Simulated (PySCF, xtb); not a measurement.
SnH₂F₂, SMILES [F][SnH2][F].

Harmonic wavenumbers (cm⁻¹) from GFN2-xTB (xtb) at its own minimum, in rising order: 125, 336, 351, 396, 436, 478, 527, 1526, 1717.

Question: What does B3LYP-D3(BJ)/def2-TZVP in PySCF give at its own minimum? (Estimate from the structure and the level; the computed values follow.)

Answer: 175, 456, 486, 611, 612, 648, 655, 1970, 1995. Paired by order, the mean absolute difference is 191 cm⁻¹ and the zero-point energies are 8.4 and 10.9 kcal/mol.
